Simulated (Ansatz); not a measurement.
`CN[Si](N)(F)F` + H₂O → `N[Si](O)(F)F` + CH₃NH₂  (formal hydrolysis of the Si–N bond)

Program: Ansatz. Geometries: PBE0-D4/def2-TZVP. ΔE: electronic, gas phase. CCSD(T)/CBS adds triple-zeta CCSD(T) − MP2 to the extrapolated MP2 energy (def2 sets, frozen cores). This one scheme is used for every species. Each species was taken in one conformer, which may not be the lowest.

| species | HF/def2-TZVPP energy (Eh) |
| --- | --- |
| `CN[Si](N)(F)F` | -638.46190 |
| H₂O | -76.06237 |
| `N[Si](O)(F)F` | -619.28604 |
| CH₃NH₂ | -95.25712 |

Q: Work out ΔE.

A: ΔE = (-619.28604) + (-95.25712) − (-638.46190) − (-76.06237) = -0.01889 Eh = -0.51 eV. CCSD(T)/CBS gives -0.36 eV.

Largest T1 diagnostic among the species: 0.011.

In def2-TZVPP, CCSD(T) changes the Hartree–Fock value by +0.13 eV (the triples alone add +0.02 eV) and MP2 by +0.14 eV. The D4 term adds +0.08 eV with B3LYP and +0.05 eV with PBE0; it sums over pairs of atoms, weighted by their polarisabilities, and B3LYP, whose exchange is more repulsive, gets the larger term.

B3LYP here is the variant with VWN-RPA as its local correlation; programs differ in this.
